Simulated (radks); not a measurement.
Question: The ruthenium ion Ru26+, [Ar]. Calculated with a radial shooting solver on a logarithmic mesh with Libxc functionals: non-relativistic Kohn-Sham, exchange-only B88, spin-polarised, spherical densities, point nucleus. Every spin shell is full or empty, so the densities are truly spherical. Functionals are evaluated on that one density, not self-consistently. Rank these exchange functionals by their error against the exact value of the orbitals, and give that value: LDA, PBEsol, PW86, OPTX, AM05, SOGGA, G96, APBE, TPSS, revTPSS, r2SCAN, MS2, Tao-Mo.

Answer: Exact: -91.2121 hartree. From best to worst, with 100 (|E| - |E exact|)/|E exact| (equal figures are ties): r2SCAN -0.02, TPSS +0.13, MS2 -0.13, PW86 +0.29, Tao-Mo -0.39, G96 +0.40, APBE +0.55, OPTX +0.63, revTPSS -0.64, PBEsol -2.89, SOGGA -2.93, AM05 -5.85, LDA -6.60.
